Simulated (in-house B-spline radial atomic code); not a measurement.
Values are calculated unless marked as measured or tabulated.
## Se ion on As atom: potential, deflection and energy transfer

The pair potential comes from two frozen, spherical free-atom densities (PBE, B-spline radial code, scalar-relativistic past argon): electrostatics plus the change in Thomas-Fermi kinetic and Dirac exchange energy where they overlap, the recipe behind the universal ZBL potential, which averages such potentials (from solid-state densities) over many pairs. It is written V = (Z1 Z2 e²/r) φ(r/a), with e² = 14.3996 eV·Å and a = 0.46850 Å/(Z1^0.23 + Z2^0.23); ZBL's fit is φ = 0.18175 e^(−3.1998x) + 0.50986 e^(−0.94229x) + 0.28022 e^(−0.4029x) + 0.02817 e^(−0.20162x). Where φ falls below 4e-4 it is continued as an exponential.

Masses 78.97 and 74.92 u.

```
x = r/a  φ, this pair    φ, ZBL
    0.1        0.8922    0.8928
    0.5        0.6213    0.6096
    1.5        0.3094    0.2995
      3        0.1333    0.1292
      5       0.05254   0.05224
      8       0.01606   0.01705
     12      0.004855   0.00474
     17      0.001222  0.001212
```

Problem. At x = 3 the electrostatic, kinetic and exchange parts are 1188.59, 5985.77 and -301.42 eV. Find r, V and φ.

Solution. a = 0.46850/(2.2503 + 2.2349) = 0.10445 Å, so r = 0.31336 Å. V = 1188.59 + 5985.77 + (-301.42) = 6872.94 eV. The bare repulsion is 34 × 33 × 14.3996/0.31336 = 51558 eV, so φ = 0.1333, +3.1 % against ZBL's 0.1292. The kinetic (Pauli) term is 87 % of V here.

Problem. The ion comes in at 31.77 keV with impact parameter 0.0522 Å. The scattering integral gives a centre-of-mass angle of 140.6° and a closest approach of 2.183 a. What are the reduced energy, the energy passed on and the laboratory angles?

Solution. ε = E a M2/(Z1 Z2 e² (M1 + M2)) = 31770 × 3.1475e-06 = 0.1. The most that one collision can pass on is γE with γ = 4 M1 M2/(M1 + M2)² = 0.9993. Here T = γE sin²(θ/2) = 0.9993 × 31770 × 0.8861 = 28130 eV. The ion turns by arctan(sin θ/(cos θ + M1/M2)) = 66.1°, and the struck atom leaves at (180° − θ)/2 = 19.7°. The closest approach is 0.228 Å. With ZBL the angle would be 139.86° and T = 28010 eV.
